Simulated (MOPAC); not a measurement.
Input for MOPAC: PM7 on Na2-, 2S+1 = 2, a spin state set in the input, which need not be the lowest, a point of a bond scan (R = 3.692 Å). Charge -1.

```
PM7 1SCF PRECISE CHARGE=-1 UHF MS=0.5 THREADS=1
Na2

Na     0.00000000 1     0.00000000 1     0.00000000 1
Na     0.00000000 1     0.00000000 1     3.69166300 1
```

It printed:

```
*******************************************************************************
 **                                                                           **
 **                              MOPAC v23.2.5                                **
 **                                                                           **
 *******************************************************************************
 ** MOPAC's Digital Object Identifier: https://doi.org/10.5281/zenodo.6511958 **
 **                                                                           **
 ** Please cite the open-source release paper for use of this MOPAC version:  **
 ** J. E. Moussa and J. J. P. Stewart (2026)                                  **
 ** MOPAC: An open-source semiempirical molecular orbital program             **
 ** J. Open Source Softw., 11(119), 8025, https://doi.org/10.21105/joss.08025 **
 *******************************************************************************

                              PM7 CALCULATION RESULTS

 *******************************************************************************
 *  PM7        - The PM7 Hamiltonian to be used
 *  UHF        - UNRESTRICTED HARTREE-FOCK CALCULATION
 *
 *
 *
 *                 CHARGE ON SYSTEM = -1
 *
 *
 *
 *  MS=        - IN MECI, MAGNETIC COMPONENT OF SPIN =  0.5
 *  PRECISE    - TIGHTER CRITERIA TO BE USED
 *  1SCF       - DO 1 SCF AND THEN STOP
 *  THREADS=1  - MULTI-THREADING NOT USED
 *  T=         - A TIME OF 172800.0 SECONDS REQUESTED
 *  DUMP=N     - RESTART FILE WRITTEN EVERY 7200.0 SECONDS REQUESTED
 *******************************************************************************
PM7 1SCF PRECISE CHARGE=-1 UHF MS=0.5 THREADS=1
 Na2

   ATOM   CHEMICAL          X               Y               Z
  NUMBER   SYMBOL      (ANGSTROMS)     (ANGSTROMS)     (ANGSTROMS)

     1      Na          0.00000000  *   0.00000000  *   0.00000000  *
     2      Na          0.00000000  *   0.00000000  *   3.69166300  *



          CARTESIAN COORDINATES

    NO.       ATOM           X           Y           Z

     1        Na          0.0000      0.0000      0.0000
     2        Na          0.0000      0.0000      3.6917

 General Reference for PM7:
 "Optimization of Parameters for Semiempirical Methods VI: More Modifications to the
 NDDO Approximations and Re-optimization of Parameters", J. J. P. Stewart, J. Mol. Mod., 1:32, 19 (2013)
 https://link.springer.com/article/10.1007/s00894-012-1667-x

           Empirical Formula: Na2  =     2 atoms



      MOLECULAR POINT GROUP   :   D*h


          UHF CALCULATION, NO. OF ALPHA ELECTRONS =    2
                           NO. OF BETA  ELECTRONS =    1

 -------------------------------------------------------------------------------
 PM7 1SCF PRECISE CHARGE=-1 UHF MS=0.5 THREADS=1
 Na2



     1SCF WAS SPECIFIED, SO BFGS WAS NOT USED
     SCF FIELD WAS ACHIEVED


                              PM7 CALCULATION
                                                       MOPAC v23.2.5 Linux




          FINAL HEAT OF FORMATION =        282.69062 KCAL/MOL =    1182.77757 KJ/MOL


          COSMO AREA              =        147.77 SQUARE ANGSTROMS
          COSMO VOLUME            =        150.04 CUBIC ANGSTROMS

          IONIZATION POTENTIAL    =         -7.916339 EV
          ALPHA SOMO LUMO (EV)    =          3.648 23.585
          BETA  SOMO LUMO (EV)    =          7.916 13.000
          NO. OF ALPHA ELECTRONS  =          2
          NO. OF BETA  ELECTRONS  =          1
          MOLECULAR WEIGHT        =         45.9795         POINT GROUP:  D*h

          MOLECULAR DIMENSIONS (Angstroms)

            Atom       Atom       Distance
           Na     2   Na     1     3.69166
           Na     2   Na     1     0.00000
           Na     1   Na     2     0.00000


          SCF CALCULATIONS        =          1





   ATOM   CHEMICAL          X               Y               Z
  NUMBER   SYMBOL      (ANGSTROMS)     (ANGSTROMS)     (ANGSTROMS)

     1      Na          0.00000000  *   0.00000000  *   0.00000000  *
     2      Na          0.00000000  *   0.00000000  *   3.69166300  *

                             CARTESIAN COORDINATES

   1   Na        0.000000000     0.000000000     0.000000000
   2   Na        0.000000000     0.000000000     3.691663000


           Empirical Formula: Na2  =     2 atoms



      MOLECULAR POINT GROUP   :   D*h


          ALPHA EIGENVALUES
   2.90941   3.64832  23.58491  24.02354  25.90821  25.90821  26.24369  26.24369


           BETA EIGENVALUES
   7.91634  12.99976  26.70148  26.70148  26.94756  26.94756  27.23477  27.92629


              NET ATOMIC CHARGES AND DIPOLE CONTRIBUTIONS

  ATOM NO.   TYPE          CHARGE      No. of ELECS.   s-Pop       p-Pop
    1         Na          -0.499988        1.5000     0.76843     0.73156
    2         Na          -0.500012        1.5000     0.76843     0.73158
 DIPOLE           X         Y         Z       TOTAL
 POINT-CHG.     0.000     0.000    -0.000     0.000
 HYBRID         0.000     0.000     0.000     0.000
 SUM            0.000     0.000    -0.000     0.000


          ATOMIC ORBITAL ELECTRON POPULATIONS

     Atom    s        px        py        pz
    1 Na   0.76843   0.00000   0.00000   0.73156
    2 Na   0.76843   0.00000   0.00000   0.73158


                    (SZ)    =    0.500000
                    (S**2)  =    1.748090


          ATOMIC ORBITAL SPIN POPULATIONS

    Atom   Total    s     px     py     pz
         Atomic
    1 Na  0.5000  0.283  0.000  0.000  0.217
    2 Na  0.5000  0.283  0.000  0.000  0.217

 **********************
 *                    *
 * JOB ENDED NORMALLY *
 *                    *
 **********************




 == MOPAC DONE ==
```

The run finished. Its determinant has ⟨S²⟩ = 1.75, a mixture of spin states.

Cost: around 0.010 core-seconds (rough).
